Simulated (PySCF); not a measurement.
Isomers of C4H9NSi2. Level of theory: PySCF, TDDFT PBE0/def2-SVPD, vertical, gas phase, core orbitals frozen in the response. Geometries: PBE0-D3(BJ)/def2-SVP; one conformer of each isolated species. Triplets are in the Tamm–Dancoff approximation.

A. `C[Si]1(C#N)C[SiH2]C1`
B. `N#C[C@H]1[SiH2][SiH2]CC1`
C. `C#C[C@H]1C[SiH2]N[SiH2]1`
D. `N#C[C@@H]1C[Si@@H]1C[SiH3]`

Lowest singlet levels (six at most, fewer where fewer were computed) with oscillator strengths:

1. 6.14 eV (f 0.006); 6.16 eV (f 0.002); 6.48 eV (f 0.000); 6.56 eV (f 0.009); 6.60 eV (f 0.006); 6.74 eV (f 0.003); T1 5.19 eV
2. 6.05 eV (f 0.120); 6.28 eV (f 0.079); 6.43 eV (f 0.000); 6.77 eV (f 0.031); 6.84 eV (f 0.013); 7.07 eV (f 0.009); T1 4.97 eV
3. 6.33 eV (f 0.025); 6.41 eV (f 0.040); 7.08 eV (f 0.016); 7.21 eV (f 0.169); 7.23 eV (f 0.045); 7.30 eV (f 0.016); T1 5.63 eV
4. 6.15 eV (f 0.000); 6.49 eV (f 0.015); 6.80 eV (f 0.001); 6.97 eV (f 0.026); 7.11 eV (f 0.157); 7.20 eV (f 0.002); T1 5.65 eV

Question: Match each spectrum to its molecule.

Answer: 1 = C, 2 = D, 3 = B, 4 = A.
- A: S1 at 6.15 eV, HOMO→LUMO (98%); Löwdin shares by element: HOMO carbon 37% or more, silicon 28% (atoms not listed hold the other 35%); LUMO silicon 27%, carbon 21% or more, nitrogen 20% (atoms not listed hold the other 33%); HOMO -8.11 and LUMO -0.61 eV; point group Cs, 1 of its 6 listed states under f = 0.0005.
- B: S1 at 6.33 eV, HOMO→LUMO (59%), HOMO→LUMO+1 (37%); Löwdin shares by element: HOMO silicon 51%, carbon 21% or more (atoms not listed hold the other 28%); LUMO silicon 44%, carbon 14% or more (atoms not listed hold the other 42%); HOMO -7.97 and LUMO -0.45 eV.
- C: S1 at 6.14 eV, HOMO-1→LUMO (72%), HOMO→LUMO (22%); Löwdin shares by element: HOMO carbon 71% or more, silicon 8% or more (atoms not listed hold the other 20%); LUMO silicon 41%, hydrogen 12% or more, nitrogen 10% (atoms not listed hold the other 38%); HOMO -7.30 and LUMO 0.08 eV.
- D: S1 at 6.05 eV, HOMO→LUMO (72%), HOMO→LUMO+2 (17%); Löwdin shares by element: HOMO carbon 40% or more, silicon 21% or more, nitrogen 14% (atoms not listed hold the other 25%); LUMO silicon 41%, hydrogen 10% or more, carbon 9% or more (atoms not listed hold the other 40%); HOMO -7.34 and LUMO -0.37 eV.
A and C have S1 within 0.01 eV of each other; their strongest listed levels stand at 7.11 eV (f 0.157) and 6.56 eV (f 0.009).
A and D have S1 within 0.11 eV of each other; their strongest listed levels stand at 7.11 eV (f 0.157) and 6.05 eV (f 0.120).
C and D have S1 within 0.10 eV of each other; their strongest listed levels stand at 6.56 eV (f 0.009) and 6.05 eV (f 0.120).
